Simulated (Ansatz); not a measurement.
Calculated with Ansatz (gas phase, PBE0-D4/def2-TZVP geometries, no zero-point term in ΔE). CBS: MP2 limit from def2 TZ/QZ plus the TZ coupled-cluster correction, frozen cores. This one scheme is used for every species. Functionals use def2-TZVPP. For Se outer-core shells are correlated without core-valence functions, which leaves a few kJ/mol of doubt a bond. Scalar relativity is left out up to krypton. One conformer a species, not always the lowest.

Reaction (formal exchange of groups at the Si–Se bond): `N=C[SiH2][SeH]` + `C[SiH3]` → `C[SiH2][SiH2]C=N` + H₂Se

```tsv
species	PBE0 energy (Eh)
`N=C[SiH2][SeH]`	-2786.43558
`C[SiH3]`	-331.05158
`C[SiH2][SiH2]C=N`	-715.00288
H₂Se	-2402.46291
```

**Question.** Work out ΔE.

**Answer.** ΔE = (-715.00288) + (-2402.46291) − (-2786.43558) − (-331.05158) = 0.02137 Eh = +56.1 kJ/mol. CCSD(T)/CBS gives +61.1 kJ/mol.

Largest T1 diagnostic among the species: 0.013.

In def2-TZVPP, CCSD(T) changes the Hartree–Fock value by −15.8 kJ/mol (the triples alone add −1.5 kJ/mol) and MP2 by −6.0 kJ/mol. From PBE to PBE0 (25 % exact exchange), in def2-TZVPP and without D4, ΔE moves by +3.6 kJ/mol.
